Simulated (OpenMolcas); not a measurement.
## Co2+: ligand-field states by method

Co2+ with 6 ligands (chloride) in octahedral coordination (Oh) at 2.5 Å. A charge of +0.667 e stands 3.2 Å behind each ligand. Ligand basis ANO-RCC-VDZP.
```
Co    0.0000    0.0000    0.0000
Cl    2.5000    0.0000    0.0000
Cl    0.0000    2.5000    0.0000
Cl   -2.5000    0.0000    0.0000
Cl    0.0000   -2.5000    0.0000
Cl    0.0000    0.0000    2.5000
Cl    0.0000    0.0000   -2.5000
```

```
Program             : OpenMolcas 26.06
Basis               : ANO-RCC-VTZP [6s5p3d2f1g]
Scalar Hamiltonian  : DKH2, point nucleus
Active space        : 7 electrons in 5 orbitals (3d)
State averaging     : 2S+1 = 4 even, 10 roots; 2S+1 = 2 even, 40 roots
Spin-orbit coupling : RASSI with atomic mean-field integrals over the reference wave functions
```

I. CASSCF
II. SS-CASPT2, IPEA 0.25 Eh, imaginary shift 0.1 Eh (closed shells correlated: 3s 3p and the ligand valence shells)

Spin-free states (labels of O, the rotations of Oh) in cm-1, each column counted from its own energy of the first state listed:

| State | Degeneracy | I | II |
| --- | --- | --- | --- |
| 4T1 | 3 | 0 | 0 |
| 4T2 | 3 | 3138 | 4840 |
| 4A2 | 1 | 6934 | 9810 |
| 2E | 2 | 17310 | 13550 |
| 2T2 | 3 | 19227 | 15660 |
| 2T1 | 3 | 19558 | 15940 |
| 4T1 | 3 | 20534 | 17610 |
| 2A1 | 1 | 21313 | 18540 |
| 2T1 | 3 | 24726 | 19040 |
| 2T2 | 3 | 26010 | 21940 |
| 2T1 | 3 | 26195 | 23440 |
| 2E | 2 | 27503 | 25290 |
| 2T1 | 3 | 29351 | 27430 |
| 2E | 2 | 29492 | 26120 |
| 2T2 | 3 | 29984 | 26640 |
| 2T2 | 3 | 44126 | 36080 |
| 2T1 | 3 | 44148 | 36600 |
| 2A2 | 1 | 44985 | 37530 |
| 2T2 | 3 | 68033 | 55550 |
| 2E | 2 | 68523 | 57500 |

From I to II, I's first state of the same spin (4T2) moves from 3138 to 4840 cm-1, by about +1700 cm-1.

From I to II, I's first state of another spin (2E) moves from 17310 to 13550 cm-1, by about -3800 cm-1.

I: A least-squares ligand-field fit to the states below 45000 cm-1, each weighted by its degeneracy and with a free common offset, gives 10Dq = 3798 cm-1, B = 1189 cm-1 and C = 4424 cm-1 (C/B = 3.72), with an rms deviation of 61 cm-1. The same method and metal basis give the free ion B = 1229 cm-1 (fit to its terms below 60000 cm-1, rms deviation 20 cm-1), so the nephelauxetic ratio is β = 1189 / 1229 = 0.97; it hangs on how both fits weigh the states, and computed free-ion B values tend to be too large, so β mixes covalency with correlation.

χT at 300 K: I 3.90, II 3.71 cm3 K/mol.

Roots that are degenerate in the reference are averaged as groups; the widest CASPT2 spread within a group is 61 cm-1 (the 3-fold group of multiplicity 2 near 19000 cm-1 above the lowest state of its run, II). Shifts and gaps below about the spread of the groups concerned are not significant. Over all roots computed the reference weight is 0.65 to 0.67 in II; a low but even weight reflects the number of correlated electrons. An orbital triplet at a regular site is open to Jahn-Teller coupling, which can distort the site and quench the lowest spin-orbit gaps and is left out. Ligand-to-metal charge-transfer states are missing. Without dynamic correlation the repulsion within the d shell is too large (B by tens of per cent), so at a given field states of lower spin stand too high (holds for I). With no ligand orbital active B as a rule stays too high, so bands that hang on it stand too high and its fall with covalency is understated (holds for I). With metal d orbitals alone and no dynamic correlation the field as a rule comes out too small, by tens of per cent, by up to half for chloride and softer ligands, and with too little covalency χT stands high (holds for I). A single d shell leaves out the double-shell effect, which counts most for late 3d ions, where the CASPT2 field can be off either way by tens of per cent (holds for II). These CASPT2 states fit no ligand-field parameters well, so their order and spin gaps are uncertain (holds for II). For late 3d ions with one d shell CASPT2 can put B and the spin-flip bands somewhat low as well as high (holds for II). With one d shell and no ligand orbital active, 10Dq can be off by tens of per cent for divalent 3d ions, low with halides held by bare charges and at times high in hosts (holds for II). Free-ion shares, where given, are those of the reference states; single-state CASPT2 does not remix them (holds for II). No measured value stands beside these numbers; the geometry is a model, was not optimised and need not be the one that this ion takes.
